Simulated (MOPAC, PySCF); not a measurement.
H$_{5}$NSi$_{2}$, SMILES `[SiH2]=N[SiH3]`, neutral singlet in the gas phase. 

Cartesian coordinates (Å):
```xyz
8

Si     1.7446    -0.1018     0.0308
N      0.2310    -0.5234    -0.0618
Si    -1.3817     0.0027    -0.1718
H      2.8223    -1.1128     0.1120
H      2.2773     1.2866     0.0491
H     -2.0014    -0.5343    -1.4144
H     -2.1563    -0.5056     0.9935
H     -1.5357     1.4887    -0.1994
```
Charge 0, spin multiplicity 1.

All levels are single points at this geometry (PBE0-D3(BJ)/def2-TZVP); Pople sets use spherical d functions. Orbital energies aren't observables, and empty levels follow the basis.

```
level                           HOMO (eV)  LUMO (eV)  gap (eV)  dipole (D)  vertical IE, Delta-SCF (eV)
------------------------------  ---------  ---------  --------  ----------  ---------------------------
PBE0-D3(BJ)/def2-TZVP in PySCF      -7.36      -2.09      5.26        3.00                            –
B3LYP/6-311+G** in PySCF            -7.11      -2.30      4.81        2.92                            –
BP86/6-31G* in PySCF                -5.99      -2.74      3.26        2.42                            –
PBE/6-31G* in PySCF                 -5.88      -2.66      3.22        2.40                         9.04
HF/3-21G in PySCF                  -10.17       1.60     11.77        2.86                            –
HF/STO-3G in PySCF                  -6.77       7.25     14.02        1.88                            –
AM1 in MOPAC                        -9.48      -0.48      9.01        1.48                            –
PM3 in MOPAC                        -8.50      -0.26      8.24        0.79                            –
PM6 in MOPAC                        -9.88      -0.96      8.92        4.36                            –
```
